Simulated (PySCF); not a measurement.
## UHF on Al (aluminium, neutral)

Configuration: [Ne] 3s2 3p1, 2P determinant. All numbers are calculated (PySCF 2.14, no relativity, point nucleus, in def2-TZVP).

| Quantity | Value |
| --- | --- |
| Total energy | -241.874349 hartree |
| One-electron energy | -336.6378 hartree |
| Hartree (Coulomb) energy | 112.8548 hartree |
| Exchange energy | -18.0914 hartree |
| Kinetic energy | 241.87569 hartree |
| ⟨S²⟩ | 0.7699 |
| ⟨L²⟩ | 2.061 |
| Sum of ⟨r⟩ | 13.67 bohr |
| Sum of ⟨r²⟩ | 32.98 bohr² |
| Traceless quadrupole moment −½Σ⟨3z² − r²⟩ along its main axis | -5.59 e·bohr² |
| Density at the nucleus (Gaussians lack the cusp) | 1350 bohr⁻³ |
| Spin density at the nucleus | -0.0531 bohr⁻³ |
| Langevin diamagnetic susceptibility | -26.1 ×10⁻⁶ cm³/mol |
| Time after the integrals | 0.11 s of wall time on 1 thread of Neoverse-V1 (shared host) |

```
shell  electrons  mean orbital energy (hartree)  spread (hartree)  rms radius, mean of both spins (bohr)
 1s α          1                      -58.49829                 0                                  0.140
 1s β          1                      -58.49504                 0                                  0.140
 2s α          1                       -4.90988                 0                                  0.678
 2s β          1                       -4.90624                 0                                  0.678
 2p α          3                       -3.21956           0.00732                                  0.675
 2p β          3                       -3.21233           0.00930                                  0.675
 3s α          1                       -0.42516                 0                                   2.81
 3s β          1                       -0.36293                 0                                   2.81
 3p α          1                       -0.21771                 0                                   3.67
```
